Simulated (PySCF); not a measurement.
Isomers of C3H13OPSi2, from PySCF 2.14.0, PBE0-D3(BJ)/def2-SVP geometry optimisation, gas phase. One conformer each, no zero-point energy, no frequencies.

Problem. Which is lowest in electronic energy at this level?
A. `[CH3:1][CH2:2][O:3][Si@@:4]([CH3:5])([SiH3:6])[PH2:7]` with C1–C2–O3–Si4 172°, C2–O3–Si4–C5 58°, O3–Si4–P7–H -84° and -178°: A = 1429, B = 924.7, C = 754.3 MHz, dipole 1.22 D
B. `[CH3:1][O:2][Si@@:3]([CH3:4])([PH2:5])[SiH2:6][CH3:7]` with C1–O2–Si3–C4 70°, O2–Si3–P5–H 174° and 80°, O2–Si3–Si6–C7 -172°: A = 1347, B = 1098, C = 804.0 MHz, dipole 2.04 D
C. `[CH3:1][CH2:2][Si@@:3]([SiH3:4])([PH2:5])[O:6][CH3:7]` with C1–C2–Si3–Si4 -60°, C2–Si3–P5–H -76° and -170°, C2–Si3–O6–C7 72°: A = 1223, B = 1049, C = 967.3 MHz, dipole 1.76 D
D. `[CH3:1][CH:2]([CH3:3])[O:4][Si@@H:5]([SiH3:6])[PH2:7]` with C1–C2–O4–Si5 70°, C2–O4–Si5–Si6 38°, O4–Si5–P7–H -83° and -177°: A = 1652, B = 871.0, C = 664.8 MHz, dipole 1.60 D

Solution. B. That is `CO[Si@@](C)(P)[SiH2]C`, 3.7 kcal/mol below the next.

```csv
SMILES,mapped SMILES,E (Eh),relative (kcal/mol),relative (kJ/mol),dipole (D)
CO[Si@@](C)(P)[SiH2]C,[CH3:1][O:2][Si@@:3]([CH3:4])([PH2:5])[SiH2:6][CH3:7],-1116.73679,0.0,0.0,2.04
CCO[Si@@](C)([SiH3])P,[CH3:1][CH2:2][O:3][Si@@:4]([CH3:5])([SiH3:6])[PH2:7],-1116.73083,3.7,15.7,1.22
CC[Si@@]([SiH3])(P)OC,[CH3:1][CH2:2][Si@@:3]([SiH3:4])([PH2:5])[O:6][CH3:7],-1116.72136,9.7,40.5,1.76
CC(C)O[Si@@H]([SiH3])P,[CH3:1][CH:2]([CH3:3])[O:4][Si@@H:5]([SiH3:6])[PH2:7],-1116.71909,11.1,46.5,1.60
```

As drawn, the lowest has an Si–C bond, which the highest lacks.
